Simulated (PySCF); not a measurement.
B(All)(F)(H) (C3H6BF), SMILES C=CCBF.

Geometry optimised at PBE-D3(BJ)/def2-SVP. This is a generated structure with no PubChem entry under its InChIKey; it may be hypothetical. The values are those of a single conformer.

Two levels are set side by side: TDDFT-PBE/def2-SVPD (PySCF) and TDDFT-LC-ωPBE/def2-SVPD (PySCF). Vertical, same geometry. The lowest singlet is HOMO→LUMO 98 % with PBE and HOMO→LUMO 56 %, HOMO−1→LUMO 36 % with the other functional; states are paired by order. Differences are taken from unrounded values.

```tsv
quantity	TDDFT-LC-ωPBE	TDDFT-PBE	TDDFT-PBE minus TDDFT-LC-ωPBE
lowest singlet excitation (eV)	6.16	4.54	-1.61
lowest triplet excitation (TDA) (eV)	4.07	4.17	0.10
first bright state (f over 0.05) (eV)	7.37	6.56	-0.81
its oscillator strength	0.39	0.11	-0.28
```

A lower first singlet is the usual sign of a functional without exact exchange. Differences between two approximate levels are no errors against the true value.

Rough cost on one machine, each run with all the roots and properties that it gave: TDDFT-LC-ωPBE against TDDFT-PBE about 5 times.
